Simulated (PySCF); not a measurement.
Spectrum to structure. Method: TDDFT B3LYP/def2-SVPD, vertical, gas phase, core orbitals frozen in the response (PySCF 2.14.0, density-fitted response routines). Geometries: GFN2-xTB, one conformer each.

| state | λ (nm) | f |
| --- | --- | --- |
| S1 | 207.5 | 0.0086 |
| S2 | 207.5 | 0.0086 |
| S3 | 183.7 | 0.0039 |
| S4 | 183.7 | 0.0040 |
| S5 | 171.3 | 0.0000 |
| S6 | 169.6 | 0.0026 |
| S7 | 169.0 | 0.013 |
| S8 | 169.0 | 0.015 |

Triplets computed (Tamm–Dancoff): 5.37, 5.37 eV.

Orbital energies (eV): HOMO-3 -9.42, HOMO-2 -9.42, HOMO-1 -7.90, HOMO -7.90, LUMO -0.77, LUMO+1 -0.16, LUMO+2 0.22.

Question: Which structure fits? All have the formula CH9ClSi3.
A. `[SiH3]C([SiH3])([SiH3])Cl`
B. `[SiH3]C([SiH2]Cl)[SiH3]`
C. `C[SiH2][Si@H]([SiH3])Cl`

Answer: A. Its S1 lies at 5.98 eV; the nearest of the others has S1 at 5.39 eV. Löwdin shares by element: HOMO (one of a set within 0.03 eV) chlorine 49%, carbon 23%, silicon 17% or more; LUMO chlorine 34%, carbon 20%, silicon 17% or more (atoms not listed hold the other 29%). At the same level the other candidates give, for their lowest levels:
- `C[SiH2][Si@H]([SiH3])Cl`: 230 nm (f 0.004); 209 nm (f 0.006); 199 nm (f 0.137); 185 nm (f 0.017); 182 nm (f 0.032); T1 4.92 eV; HOMO -7.67, LUMO -1.29 eV
- `[SiH3]C([SiH3])[SiH2]Cl`: 176 nm (f 0.015); 173 nm (f 0.004); 169 nm (f 0.037); 165 nm (f 0.020); 165 nm (f 0.010); T1 6.75 eV; HOMO -8.41, LUMO -0.39 eV
